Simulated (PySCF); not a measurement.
Input file for PySCF: R-HF/STO-3G on BH3Se (SMILES B[SeH]), a point of a bond scan (R = 1.423 Å).

```python
from pyscf import gto, scf, dft, mp
from pyscf.data.elements import chemcore

mol = gto.M(
    atom='''
    B     0.45012458   -0.03983348   -1.50253169
    H    -0.43703171   -0.66402721   -2.42401380
    H     1.48655015    0.43721308   -1.81939992
    Se   -0.13171131   -0.01087557    0.31515847
    H     1.03018385    0.69171863    0.88710390
    ''',
    basis='sto-3g',
    charge=0, spin=0, verbose=3, max_memory=1800)
mf = scf.RHF(mol)
mf.conv_tol = 1e-8
mf.max_cycle = 100
mf.kernel()
if not mf.converged:
    mf = mf.newton().run(mf.mo_coeff, mf.mo_occ)
```

The log:

```
converged SCF energy = -2399.64140324321
```

The run converged.

Cost: around 0.21 core-seconds (rough).
